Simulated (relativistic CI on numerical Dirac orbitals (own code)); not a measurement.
# Radial parameters of Rb XXI

Calculated at this level of theory: Dirac-Coulomb-Breit CI, orbitals from a KLI potential per configuration, a model potential for QED, unscaled Slater integrals (own radial code, finite nucleus).

Slater integrals F^k, G^k are unscaled and averaged over j, outside the closed core [Ne]; ζ comes from projecting the Hamiltonian with its Breit term on Σ l·s of the shell.

- 3s²3p⁵: ζ(3p) = 67356 cm⁻¹; <r>(3p) = 0.4429, <r^2>(3p) = 0.2261 (bohr units).
- 3s²3p⁴3d: F^2(3p,3p) = 224800, ζ(3p) = 67248, F^2(3p,3d) = 224830, G^1(3p,3d) = 246940, G^3(3p,3d) = 163070, ζ(3d) = 7644.9 cm⁻¹; <r>(3p) = 0.4435, <r^2>(3p) = 0.2268, <r>(3d) = 0.4019, <r^2>(3d) = 0.1878 (bohr units).
- 3s3p⁵3d: G^1(3s,3p) = 287100, ζ(3p) = 67192, G^2(3s,3d) = 186600, F^2(3p,3d) = 224600, G^1(3p,3d) = 246820, G^3(3p,3d) = 162950, ζ(3d) = 7739.6 cm⁻¹; <r>(3s) = 0.4526, <r^2>(3s) = 0.233, <r>(3p) = 0.444, <r^2>(3p) = 0.2272, <r>(3d) = 0.4024, <r^2>(3d) = 0.1883 (bohr units).

Averages of the first 10 configurations, taken without configuration mixing, which lowers the lowest level and can move excited configurations by several eV; other configurations of the list can lie among them:

```tsv
Configuration	Parity	States	Average energy above the lowest level (eV)
3s²3p⁵	odd	6	10.6
3s3p⁶	even	2	96.1
3s²3p⁴3d	even	150	114.7
3s3p⁵3d	odd	120	195.9
3p⁶3d	even	10	286.8
3s3p⁴3d²	even	1350	299.1
3s²3p³3d4p	even	1200	565.8
3s²3p⁴4s	even	30	432.9
3p⁶4s	even	2	606.9
3p⁶4p	odd	6	634.4
```
